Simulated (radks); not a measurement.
The numbers below are computed, except where a source is named.
Ionisation of Pb, [Hg] 6p2, to Pb+, [Hg] 6p1, under several functionals. Dirac Kohn-Sham, spin-unpolarised, spherical densities, point nucleus; open shells fill j = l - 1/2 first; a radial shooting solver on a logarithmic mesh with Libxc functionals. The NIST Atomic Spectra Database gives 7.417 eV (measured). Rank these functionals by the error of their Delta-SCF ionisation energy: exchange-only B88; LDA (Slater exchange, Perdew-Zunger correlation); BLYP; exchange-only LDA; LDA (Slater exchange, VWN5 correlation).

Answer. From best to worst: BLYP 7.325 eV (-0.092); LDA (Slater exchange, VWN5 correlation) 7.640 eV (+0.223); LDA (Slater exchange, Perdew-Zunger correlation) 7.646 eV (+0.229); exchange-only B88 6.625 eV (-0.792); exchange-only LDA 6.579 eV (-0.838). Spin polarisation and multiplet splitting are left out, so open shells lie too high by an amount that depends on their filling.

Beside tabulated values, note that spin-unpolarised runs miss the spin-polarisation part of the exchange energy of open shells.
